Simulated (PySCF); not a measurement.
How methods differ on the excitation energy of Co

Co [Ar] 3d7 4s2 (4F) → Co [Ar] 3d6 4s2 4p1 (high-spin determinant), as a difference of total energies. All numbers are calculated (PySCF 2.14, the non-relativistic Hamiltonian (point nucleus), in aug-cc-pwCVTZ (10s9p7d4f3g, 127 functions)). Correlated levels: valence: [Ar] frozen; valence and next inner shell: [Ne] frozen; nothing frozen. The calculations carry no spin-orbit coupling.

```json
{"method": "UHF", "excitation energy (eV)": "5.425"}
{"method": "LDA", "excitation energy (eV)": "7.920"}
{"method": "PBE", "excitation energy (eV)": "7.801"}
{"method": "PBE0", "excitation energy (eV)": "7.308"}
{"method": "r2SCAN", "excitation energy (eV)": "7.520"}
{"method": "M06-L", "excitation energy (eV)": "7.458"}
{"method": "M06", "excitation energy (eV)": "7.262"}
{"method": "BP86", "excitation energy (eV)": "7.909"}
{"method": "MP2 (valence)", "excitation energy (eV)": "6.961"}
{"method": "SCS-MP2 (valence)", "excitation energy (eV)": "7.133"}
{"method": "MP2 (valence and next inner shell)", "excitation energy (eV)": "7.188"}
{"method": "SCS-MP2 (valence and next inner shell)", "excitation energy (eV)": "7.219"}
{"method": "MP2 (all electrons)", "excitation energy (eV)": "7.205"}
{"method": "SCS-MP2 (all electrons)", "excitation energy (eV)": "7.224"}
```

Problem. How much does correlation contribute at MP2 (all electrons)?

Solution. 7.205 − (5.425) = 1.780 eV, measured against UHF.

A first-order spin-orbit estimate (lowest level to lowest level, LS coupling) adds 0.052 eV.

The determinant of the upper state mixes LS terms, which raises its energy above the lowest term, most at the Hartree-Fock and MP2 levels.
